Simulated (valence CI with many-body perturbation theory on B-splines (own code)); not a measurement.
E1 line list for Ho36+

Calculated by valence CI with perturbative core correlation (CI+MBPT): three valence electrons over a frozen Dirac-Fock core [Ar] 3d10, radial functions for each j: 11 s, 11 p, 10 d, 8 f, 5 g, 2 h, with the one-electron correlation potential Σ1 (screened to all orders), the two-electron term Σ2, the three-electron term Σ3, Breit, model QED; selected single and double excitations, second order for the rest, scaled by the run's own slope (own B-spline code, finite nucleus).

No measured spectrum was set against this ion. As an estimate, large intervals hold to a few tenths of a per cent, small ones and those within an open d or f shell to about a per cent.

Lines 1 to 50 of 532 in falling wavelength, among levels below 625.32 eV, chosen from the strongest by gf and those to the six lowest levels. Wavelengths and rates use the calculated energies. Electric multipoles are in the length gauge, E1 and E2 with the static RPA response of the core. Weak lines are less certain than strong ones. Lines between different terms over intervals too small for the method are left out, as are lines whose strength nearly cancels. Where a level lies close to another of its J and parity, the split of strength between their lines is uncertain. The highest levels of a list are the least certain.

Levels are named by their leading jj configuration (3d3/2^4 stands for four electrons in 3d with j = 3/2), which in mixed levels can hold well under half, so a name can repeat and another be missing. Letters in brackets count levels of one name in rising energy.

```tsv
λ vac (nm)	Upper	Lower	A (s⁻¹)	S (a.u.) with core polarisation	S without
56.84	(4s 4p1/2^2) J=1/2	(4s^2 4p3/2) J=3/2	7.98e+06	1.45e-03	1.54e-03
18.04	(4s 4p1/2 4p3/2) J=3/2 [a]	(4s^2 4p3/2) J=3/2	1.43e+09	1.65e-02	1.77e-02
17.92	(4p1/2 4d3/2 4d5/2) J=9/2	(4s 4d3/2 4d5/2) J=7/2 [b]	6.90e+09	1.96e-01	2.10e-01
17.52	(4p1/2 4p3/2 4f7/2) J=9/2 [b]	(4s 4p3/2 4f7/2) J=7/2 [c]	8.30e+09	2.21e-01	2.36e-01
16.72	(4p1/2 4p3/2 4d5/2) J=9/2	(4s 4p3/2 4d5/2) J=7/2 [b]	8.52e+09	1.97e-01	2.11e-01
16.37	(4s 4p1/2 4p3/2) J=5/2	(4s^2 4p3/2) J=3/2	9.28e+09	1.21e-01	1.29e-01
15.62	(4s 4p1/2^2) J=1/2	(4s^2 4p1/2) J=1/2	1.81e+10	6.82e-02	7.29e-02
15.40	(4p1/2^2 4p3/2) J=3/2	(4s 4p1/2 4p3/2) J=3/2 [b]	1.16e+10	8.39e-02	8.99e-02
14.81	(4p1/2^2 4f5/2) J=5/2	(4s 4p1/2 4f5/2) J=3/2	1.89e+10	1.82e-01	1.95e-01
14.78	(4p1/2 4p3/2 4f5/2) J=9/2	(4s 4p3/2 4f5/2) J=9/2	1.22e+10	1.95e-01	2.09e-01
14.62	(4p1/2 4p3/2 4f5/2) J=9/2	(4s 4p3/2 4f5/2) J=7/2 [a]	1.02e+10	1.57e-01	1.68e-01
14.49	(4p1/2 4d5/2^2) J=7/2	(4s 4d5/2^2) J=9/2	1.96e+10	2.36e-01	2.52e-01
14.43	(4s 4p1/2 4p3/2) J=3/2 [b]	(4s^2 4p3/2) J=3/2	1.14e+10	6.75e-02	7.23e-02
14.42	(4p1/2^2 4f7/2) J=7/2	(4s 4p1/2 4f7/2) J=7/2 [a]	1.81e+10	2.14e-01	2.29e-01
14.41	(4p1/2 4d5/2^2) J=9/2	(4s 4d5/2^2) J=9/2	1.66e+10	2.45e-01	2.62e-01
14.32	(4p1/2^2 4f7/2) J=7/2	(4s 4p1/2 4f7/2) J=9/2	3.24e+10	3.76e-01	4.02e-01
14.30	(4p1/2^2 4f5/2) J=5/2	(4s 4p1/2 4f5/2) J=7/2	1.95e+10	1.69e-01	1.81e-01
14.28	(4p1/2 4p3/2 4d5/2) J=7/2 [a]	(4s 4p3/2 4d5/2) J=9/2	2.46e+10	2.83e-01	3.03e-01
14.16	(4p1/2 4p3/2 4f7/2) J=7/2 [b]	(4s 4p3/2 4f5/2) J=9/2	1.62e+10	1.81e-01	1.94e-01
14.10	(4p1/2 4p3/2 4f7/2) J=9/2 [a]	(4s 4p3/2 4f7/2) J=11/2	2.94e+10	4.07e-01	4.36e-01
14.09	(4p1/2 4p3/2 4f7/2) J=11/2	(4s 4p3/2 4f7/2) J=11/2	1.84e+10	3.05e-01	3.26e-01
14.00	(4p1/2^2 4d5/2) J=5/2	(4s 4p1/2 4d5/2) J=7/2	3.98e+10	3.23e-01	3.46e-01
13.96	(4s 4p1/2 4p3/2) J=1/2	(4s^2 4p3/2) J=3/2	1.78e+10	4.78e-02	5.11e-02
13.81	(4p1/2^2 4d3/2) J=3/2	(4s 4p1/2 4d3/2) J=5/2	4.25e+10	2.21e-01	2.36e-01
13.78	(4p1/2 4p3/2 4d3/2) J=5/2 [b]	(4s 4p3/2 4d3/2) J=7/2	1.94e+10	1.50e-01	1.61e-01
13.66	(4p1/2^2 4p3/2) J=3/2	(4s 4p1/2 4p3/2) J=5/2	4.84e+10	2.44e-01	2.61e-01
13.60	(4p1/2 4p3/2 4d5/2) J=9/2	(4s 4p3/2 4d5/2) J=9/2	1.94e+10	2.40e-01	2.57e-01
13.42	(4p1/2 4d5/2^2) J=9/2	(4s 4d3/2 4d5/2) J=7/2 [a]	1.20e+10	1.43e-01	1.54e-01
12.69	(4p1/2^2 4p3/2) J=3/2	(4s 4p1/2 4p3/2) J=3/2 [a]	1.33e+10	5.36e-02	5.74e-02
11.05	(4s 4p1/2 4d3/2) J=3/2 [a]	(4s 4p1/2 4p3/2) J=3/2 [b]	9.63e+09	2.56e-02	2.73e-02
10.59	(4s 4p1/2 4d3/2) J=5/2	(4s 4p1/2 4p3/2) J=3/2 [b]	1.02e+08	3.59e-04	3.78e-04
10.13	(4s 4p1/2 4d3/2) J=3/2 [a]	(4s 4p1/2 4p3/2) J=5/2	5.47e+09	1.12e-02	1.20e-02
9.818	(4s 4p1/2 4p3/2) J=3/2 [a]	(4s^2 4p1/2) J=1/2	1.00e+09	1.87e-03	2.00e-03
9.736	(4s 4p1/2 4d3/2) J=5/2	(4s 4p1/2 4p3/2) J=5/2	6.20e+09	1.69e-02	1.80e-02
9.702	(4s 4d3/2 4f5/2) J=9/2	(4s 4d3/2 4d5/2) J=7/2 [b]	3.02e+10	1.36e-01	1.46e-01
9.696	(4s 4p1/2 4d3/2) J=3/2 [b]	(4s 4p1/2 4p3/2) J=3/2 [b]	1.15e+10	2.07e-02	2.21e-02
9.656	(4s 4p3/2^2) J=5/2	(4s^2 4p3/2) J=3/2	5.98e+09	1.59e-02	1.72e-02
9.610	(4s 4p1/2 4d3/2) J=1/2	(4s 4p1/2 4p3/2) J=3/2 [b]	2.65e+09	2.32e-03	2.45e-03
9.608	(4p1/2 4d3/2 4d5/2) J=9/2	(4p1/2 4p3/2 4d5/2) J=9/2	2.43e+10	1.06e-01	1.13e-01
9.598	(4s 4p1/2 4d5/2) J=5/2 [a]	(4s 4p1/2 4p3/2) J=3/2 [b]	1.02e+09	2.67e-03	2.92e-03
9.579	(4s 4p1/2 4d3/2) J=3/2 [a]	(4s 4p1/2 4p3/2) J=3/2 [a]	1.91e+09	3.32e-03	3.51e-03
9.547	(4p3/2 4d3/2 4d5/2) J=11/2 [b]	(4s 4p3/2 4f7/2) J=11/2	2.99e+10	1.54e-01	1.65e-01
9.505	(4s 4p3/2 4d5/2) J=7/2 [a]	(4s^2 4d5/2) J=5/2	4.01e+10	1.36e-01	1.46e-01
9.481	(4s 4p1/2 4d5/2) J=3/2 [a]	(4s 4p1/2 4p3/2) J=3/2 [b]	3.95e+09	6.64e-03	7.03e-03
9.340	(4p3/2 4d3/2 4d5/2) J=11/2 [b]	(4p3/2^2 4d5/2) J=9/2 [b]	6.02e+10	2.91e-01	3.11e-01
9.230	(4s 4p1/2 4d3/2) J=5/2	(4s 4p1/2 4p3/2) J=3/2 [a]	1.29e+09	3.00e-03	3.18e-03
9.211	(4s 4p1/2 4d5/2) J=5/2 [b]	(4s 4p1/2 4p3/2) J=3/2 [b]	1.43e+09	3.32e-03	3.61e-03
9.210	(4s^2 4d3/2) J=3/2	(4s^2 4p3/2) J=3/2	6.65e+09	1.03e-02	1.11e-02
9.206	(4p3/2^2 4f7/2) J=7/2	(4s 4p3/2 4f7/2) J=5/2 [a]	4.01e+10	1.24e-01	1.32e-01
9.199	(4p3/2 4d3/2 4d5/2) J=11/2 [b]	(4s 4d5/2^2) J=9/2	4.68e+10	2.16e-01	2.31e-01
```
